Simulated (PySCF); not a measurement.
In(Cl)2(vinyl) (C2H3Cl2In), SMILES C=[CH][In]([Cl])[Cl].

Geometry optimised at B3LYP-D3(BJ)/def2-SVP. The structure was generated by enumeration; whether it is a known compound was not checked. The def2 effective core potentials stand for the cores of In; spin–orbit coupling is left out. The values are those of a single conformer.

These are B3LYP-D3(BJ)/def2-SVP in PySCF 2.14.0 values and carry that method's errors.

Frequencies are harmonic and unscaled.

```csv
mode,ν (cm⁻¹),IR (km/mol),moving atoms (share of kinetic energy)
1,59,2.2,"C 42 %, Cl 31 %, H 14 %, In 13 %"
2,59,1.7,"C 35 %, In 24 %, Cl 24 %, H 18 %"
3,97,8.9,"Cl 79 %, In 17 %"
4,127,4.8,"C 35 %, H 32 %, In 20 %, Cl 13 %"
5,266,5.4,"C 67 %, H 19 %, Cl 8 %"
6,348,26.9,"Cl 81 %, In 13 %"
7,372,65.1,"Cl 69 %, In 30 %"
8,461,29.9,"H 71 %, C 28 %"
9,518,24.2,"C 67 %, H 21 %, In 11 %"
10,986,8.9,"H 88 %, C 12 %"
11,997,13.5,"H 72 %, C 28 %"
12,1024,25.1,H 94 %
13,1231,37.6,"H 73 %, C 27 %"
14,1409,12.0,"H 82 %, C 18 %"
15,1643,2.8,"C 83 %, H 17 %"
16,3106,9.0,H 95 %
17,3165,4.1,"H 91 %, C 9 %"
18,3201,1.4,"H 89 %, C 11 %"
```
